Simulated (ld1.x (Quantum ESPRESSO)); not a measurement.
**zinc, TM: configuration errors across variants**

| Item | Value |
| --- | --- |
| Element | Zn (Z = 30) |
| Generator | ld1.x (Quantum ESPRESSO) 7.5 |
| Type | norm-conserving Troullier–Martins (Kleinman–Bylander form) |
| Functional | PW91 |
| Relativity | fully relativistic |
| Frozen core | [Ne] 3s2 |
| Valence charge | 18 |
| Reference configuration | 3p6 3d10 4s2 4p0 |
| Partial waves | 4s (bound): rc 2.05 bohr; 3p (bound): rc 1.10 bohr; 3d (bound): rc 1.10 bohr; 4f channel at 0.25 Ry: rc 1.75 bohr |
| Local potential | all-electron potential smoothed inside 1.05 bohr (lloc = -2) |
| Core correction | Bessel-smoothed model core, default radius (core density twice the valence density) |

Open shells are filled in proportion to 2j + 1 (rel_dist='average').

All-electron excitation energies from the reference (eV): (1) 3p6 3d10 4s0 4p0 28.475; (2) 3p6 3d9 4s0 4p0 69.127; (3) 3p6 3d10 4s0 4p1 16.315.

Tests that are not counted but printed errors over 1 eV. “base”: 3p6 3d10 4s1 4p1 (solver errors, printed error -4714 eV); 3p6 3d9 4s2 4p1 (solver errors, printed error -28.3 eV); 2 more. “wave 3p (bound): rc 1.10 bohr becomes 3p (bound): rc 0.74 bohr”: 3p6 3d9 4s2 4p1 (solver errors, printed error -28.3 eV); 3p5 3d10 4s2 4p0 (solver errors, printed error -19.2 eV); 2 more. “wave 3p (bound): rc 1.10 bohr becomes 3p (bound): rc 0.80 bohr”: 3p6 3d9 4s2 4p1 (solver errors, printed error -28.3 eV); 3p5 3d10 4s2 4p0 (solver errors, printed error -19.2 eV); 2 more. “wave 3p (bound): rc 1.10 bohr becomes 3p (bound): rc 0.94 bohr”: 3p6 3d10 4s1 4p1 (solver errors, printed error -4531 eV); 3p6 3d9 4s2 4p1 (solver errors, printed error -28.3 eV); 2 more. “wave 3p (bound): rc 1.10 bohr becomes 3p (bound): rc 1.00 bohr”: 3p6 3d10 4s1 4p1 (solver errors, printed error -4531 eV); 3p6 3d9 4s2 4p1 (solver errors, printed error -28.3 eV); 1 more.

A true bound ghost makes a file unfit for plane-wave use even where its test errors are small: the radial tests pick states by their node count and pass the ghost by. Where a test does run into it, the solver fails or the error is huge.

Errors AE − PS in meV (a dash: test not solved or not reliable):

| change | (1) | (2) | (3) | bound ghosts |
| --- | --- | --- | --- | --- |
| base | -38 | +17 | -83 | s |
| wave 3p (bound): rc 1.10 bohr becomes 3p (bound): rc 0.74 bohr | -38 | +17 | -88 | s |
| wave 3p (bound): rc 1.10 bohr becomes 3p (bound): rc 0.80 bohr | -38 | +17 | -87 | s |
| wave 3p (bound): rc 1.10 bohr becomes 3p (bound): rc 0.94 bohr | -38 | +17 | -83 | s |
| wave 3p (bound): rc 1.10 bohr becomes 3p (bound): rc 1.00 bohr | -38 | +17 | -82 | s |
| wave 3p (bound): rc 1.10 bohr becomes 3p (bound): rc 1.14 bohr | -38 | +17 | -84 | s |
| wave 3p (bound): rc 1.10 bohr becomes 3p (bound): rc 1.36 bohr | -39 | +17 | -110 | s |
| wave 3p (bound): rc 1.10 bohr becomes 3p (bound): rc 1.46 bohr | -39 | +15 | -139 | s |
| wave 3p (bound): rc 1.10 bohr becomes 3p (bound): rc 1.52 bohr | -39 | +14 | -167 | s |
| wave 3p (bound): rc 1.10 bohr becomes 3p (bound): rc 1.64 bohr | -40 | +12 | -225 | s |

**Question.** Give the same row for: wave 3p (bound): rc 1.10 bohr becomes 3p (bound): rc 1.20 bohr.

**Answer.** -38, +17, -87; bound ghosts: s. Not counted: 3p6 3d9 4s2 4p1 (solver errors, printed error -28.3 eV); 3p5 3d10 4s2 4p0 (solver errors, printed error -19.2 eV); 2 more.
